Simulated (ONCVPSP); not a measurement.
**Pseudopotential generation for Cl: ONCV, PBE, scalar-relativistic.**

chlorine, optimised norm-conserving Vanderbilt (ONCV), made with ONCVPSP 4.0.1 (PBE, scalar-relativistic). Core [Ne], reference 3s2 3p5. Waves: 3s: rc 1.45 bohr, ncon 5, nbas 9, qcut 4.5 1/bohr, 2 projectors, debl 2.5 Ha; 3p: rc 1.10 bohr, ncon 4, nbas 8, qcut 8.9 1/bohr, 2 projectors, debl 2.6 Ha; d scattering state at 0.02 Ha: rc 1.55 bohr, ncon 4, nbas 8, qcut 6.8 1/bohr, 3 projectors, debl 2.9 Ha. Local part: polynomial inside 0.80 bohr (lpopt 5, dvloc0 1 Ha). Core correction: none.

All-electron outer shells of the reference configuration (PBE, scalar-relativistic, ld1.x):

| shell | level (eV) | outermost node (bohr) | outermost maximum (bohr) |
| --- | --- | --- | --- |
| 2s | -252.70 | 0.12 | 0.36 |
| 2p | -191.63 | – | 0.30 |
| 3s | -20.69 | 0.55 | 1.29 |
| 3p | -8.59 | 0.53 | 1.43 |

Question: Does the generator finish with these settings?

Answer: Yes, a potential is produced and its reference levels are reproduced.

Question: Estimate the cutoffs (Ha) at which the residual kinetic energy of the hardest occupied pseudo-wave falls to 1 and 0.1 mHa per electron.

Answer: 54 Ha and 100 Ha.

Question: Does the potential have ghost states?

Answer: Ghosts flagged at negative energy: p at -98.7 eV; GHOST(+) flagged for s at 174.0 eV. A true bound ghost makes a file unfit for plane-wave use.

Question: Which valence shell sets the plane-wave cutoff?

Answer: 3s: 54 Ha for 1 mHa per electron, against 30 Ha for 3p.

Question: Tests: 3s2 3p4; 3s2 3p3; 3s2 3p2; 3s2 3p1. Which has the largest error in its energy relative to the reference configuration, and how large is it?

Answer: 3s2 3p1, with +112 meV (all-electron minus pseudo) on +129.87 eV.
